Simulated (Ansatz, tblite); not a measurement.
Removing and adding an electron: the cluster Sn₂Cl₄. Charge 0, multiplicity 1. Geometry: PBE-D4/def2-SVP. Ansatz, gas phase; energy differences of separate SCF runs; the oxidised species was run as a doublet alone; the reduced species was run as a doublet alone.

| atom | x (Å) | y (Å) | z (Å) |
| --- | --- | --- | --- |
| Sn1 | -0.830 | -0.084 | -2.039 |
| Sn2 | 0.176 | 0.013 | 1.509 |
| Cl3 | 0.619 | -1.690 | -0.549 |
| Cl4 | 2.508 | 0.270 | 2.097 |
| Cl5 | 0.236 | 1.787 | -0.535 |
| Cl6 | -2.709 | -0.296 | -0.484 |

In the def2 sets Sn takes a core potential; there is no spin–orbit coupling. The xTB rows come from tblite. Correlated methods freeze 28 core orbitals; core or outer-core shells of Sn are correlated, in sets that lack core-valence functions. The rows differ in basis, and correlated rows in double-zeta sets carry the largest basis error. In CCSD on the charge 1 doublet the largest single amplitude is 0.27, so its Hartree–Fock determinant may place the open shell otherwise than the density functionals do. The structure comes from a short search, and lower isomers may exist.

| level | −HOMO (eV) | vertical IE (eV) | −LUMO (eV) | vertical EA (eV) | HOMO–LUMO gap (eV) | IE − EA (eV) | remarks |
| --- | --- | --- | --- | --- | --- | --- | --- |
| GFN1-xTB | 12.55 | 14.65 | 7.77 | 5.37 | 4.78 | 9.28 | – |
| GFN2-xTB | 11.57 | 13.97 | 7.01 | 4.74 | 4.56 | 9.23 | – |
| HF/def2-SVP | – | 9.17 | – | – | – | – | – |
| PBE-D4/def2-TZVP | 6.80 | 9.12 | 3.10 | – | 3.69 | – | – |
| PBE-D4/def2-TZVPD | 6.85 | – | 3.16 | 1.18 | 3.69 | – | HOMO above zero (-1 doublet) |
| PBE0-D4/def2-TZVP | 7.86 | 9.51 | 2.45 | – | 5.42 | – | – |
| PBE0-D4/def2-TZVPD | 7.89 | – | 2.49 | 1.12 | 5.40 | – | HOMO above zero (-1 doublet) |
| ωB97M-V/def2-TZVP | 9.85 | 9.81 | 0.75 | – | 9.10 | – | – |
| MP2/def2-SVP | – | 9.45 | – | – | – | – | – |
| CCSD/def2-SVP | – | 9.35 | – | – | – | – | – |
| CCSD(T)/def2-SVP | – | 9.23 | – | – | – | – | – |

   A HOMO above zero means that the electron is unbound at that level or that self-interaction error raises the level; the energy of removing that electron tells which. Raw xTB energy differences between charge states are shifted by several eV; the methods need an empirical correction for them.
